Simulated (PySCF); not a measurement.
## MSi cations for M along the fourth-period p block

CCSD(T) with triple-zeta basis sets in PySCF, for the lowest determinant that a PBE0 search found; no spin–orbit coupling. De refers to high-spin ground-configuration atoms (the charge goes to the atom of lower measured ionisation energy or higher electron affinity, which is not always the lowest computed limit).

```csv
M,basis,"reference, frozen orbitals",charged atom,state (unpaired electrons),Re (Å),ωe (cm⁻¹),De (eV)
Ge,def2-TZVPPD,"UHF, 14",Ge+,"quartet (σ ↑, π ↑↑)",2.339,376,3.16
As,def2-TZVPPD,"UHF, 14",Si+,triplet (π ↑↑),2.327,405,2.69
Br,def2-TZVPPD,"RHF, 14",Si+,singlet (closed shell),2.111,536,4.62
```

The shortest bond is that of SiBr⁺ (2.111 Å), the longest that of SiGe⁺ (2.339 Å). SiBr⁺ is bound most strongly (4.62 eV) and SiAs⁺ least (2.69 eV).

The state changes along the series, so neighbouring rows are not always alike in their bonding.

Correlated steps freeze 14 core orbitals. For an ion De counts to the pair picked by the measured ionisation energies or electron affinities, which need not be the lowest pair at this level. Where the molecule has an RHF reference, its open-shell atoms are computed with UHF. States were picked by a PBE0 search and need not be the measured ground states.
